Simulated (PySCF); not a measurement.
# Electronic absorption of C5H6F3OP

C5H6F3OP.
SMILES: `O=[P@@H](C(F)=C(F)F)C1CC1`

Computed, not measured: TDDFT CAM-B3LYP/def2-SVPD, vertical, gas phase, core orbitals frozen in the response in PySCF. Geometry: PBE0-D3(BJ)/def2-SVP, one conformer, isolated molecule. Torsions of this conformer, `[O:1]=[P@@H:2]([C:3]([F:4])=[C:5]([F:6])[F:7])[CH:8]1[CH2:9][CH2:10]1`: O1–P2–C3–F4 178°, O1–P2–C8–C9 30°.

```json
{"state": "S1", "E (eV)": "6.44", "E (kJ/mol)": "621", "λ (nm)": "192.6", "f": "0.0030", "main configurations (H = HOMO, L = LUMO)": "H→L+1 (81%)"}
{"state": "S2", "E (eV)": "6.91", "E (kJ/mol)": "666", "λ (nm)": "179.5", "f": "0.0009", "main configurations (H = HOMO, L = LUMO)": "H-2→L (51%), H-1→L+1 (19%), H-2→L+1 (10%)"}
{"state": "S3", "E (eV)": "7.00", "E (kJ/mol)": "676", "λ (nm)": "177.1", "f": "0.061", "main configurations (H = HOMO, L = LUMO)": "H-1→L+1 (34%), H-2→L (18%), H-2→L+1 (11%)"}
{"state": "S4", "E (eV)": "7.07", "E (kJ/mol)": "682", "λ (nm)": "175.3", "f": "0.022", "main configurations (H = HOMO, L = LUMO)": "H-2→L+1 (48%), H-2→L (27%), H-2→L+2 (9%)"}
{"state": "S5", "E (eV)": "7.14", "E (kJ/mol)": "689", "λ (nm)": "173.7", "f": "0.266", "main configurations (H = HOMO, L = LUMO)": "H→L (61%), H-1→L (16%), H-1→L+1 (10%)"}
{"state": "S6", "E (eV)": "7.30", "E (kJ/mol)": "704", "λ (nm)": "169.8", "f": "0.083", "main configurations (H = HOMO, L = LUMO)": "H-1→L (42%), H→L+2 (25%), H→L (15%)"}
{"state": "S7", "E (eV)": "7.34", "E (kJ/mol)": "709", "λ (nm)": "168.8", "f": "0.076", "main configurations (H = HOMO, L = LUMO)": "H→L+2 (49%), H-1→L (19%), H→L (9%)"}
{"state": "S8", "E (eV)": "8.04", "E (kJ/mol)": "776", "λ (nm)": "154.1", "f": "0.039", "main configurations (H = HOMO, L = LUMO)": "H-1→L+2 (39%), H-1→L+1 (12%), H-1→L+5 (12%)"}
{"state": "S9", "E (eV)": "8.16", "E (kJ/mol)": "788", "λ (nm)": "151.9", "f": "0.0075", "main configurations (H = HOMO, L = LUMO)": "H-2→L+2 (58%), H-2→L+1 (13%), H-2→L+5 (10%)"}
{"state": "S10", "E (eV)": "8.21", "E (kJ/mol)": "792", "λ (nm)": "151.1", "f": "0.0079", "main configurations (H = HOMO, L = LUMO)": "H→L+3 (52%), H→L+4 (10%)"}
```

Triplets, Tamm–Dancoff:

```
state  E (eV)  λ (nm)   main configurations (H = HOMO, L = LUMO)
   T1    4.25   291.6                                  H→L (85%)
   T2    6.04   205.4                                H→L+1 (76%)
   T3    6.58   188.3  H-1→L+1 (30%), H-2→L+1 (26%), H-2→L (11%)
   T4    6.63   186.9  H-1→L+1 (30%), H-2→L+1 (26%), H-2→L (13%)
```

The lowest singlet comes at 193 nm (621 kJ/mol) in the vacuum ultraviolet; it is very weak; its leading configuration is HOMO→LUMO+1 (81%). The most intense listed level is S5 at 7.14 eV (174 nm, f = 0.266), 0.70 eV above S1. Löwdin shares by element: HOMO carbon 55% or more, fluorine 22% or more (atoms not listed hold the other 23%); LUMO carbon 52% or more, phosphorus 14%, fluorine 9% or more (atoms not listed hold the other 26%). The oscillator strengths of these states sum to 0.566; summed over the whole spectrum of an exact calculation they would give the number of electrons, 86 (Thomas–Reiche–Kuhn). Weighted by f, the mean energy of these states is 7.26 eV. The listed states span 1.77 eV, and the widest gap between neighbours is 0.70 eV (S7 to S8). All these states lie below the vertical ionisation energy of 10.18 eV (ΔSCF). The window holds the lowest 10 singlets.
